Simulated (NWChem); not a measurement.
[NH][SiH3] (SiNH4, doublet), optimised at PBE0/def2-SVP with NWChem:

```
Quantity                                                     Value
-----------------------------------------------------------  -----
highest occupied level (eV)                                  -7.79
lowest empty minus highest occupied level, either spin (eV)   4.66
dipole (D)                                                    1.47
highest harmonic frequency (cm⁻¹)                             3486
zero-point energy (kcal/mol)                                  22.7
```

Spin-unrestricted.

Question: One N atom is replaced by P, giving [PH][SiH3] (SiPH$_{4}$, doublet), optimised at the same level. How do these values move?

Answer: 
```
quantity                                                     new value  change
-----------------------------------------------------------  ---------  ------
highest occupied level (eV)                                      -7.20   +0.59
lowest empty minus highest occupied level, either spin (eV)       3.92   -0.74
dipole (D)                                                        0.78   -0.69
highest harmonic frequency (cm⁻¹)                                 2380   -1106
zero-point energy (kcal/mol)                                      20.3    -2.4
```
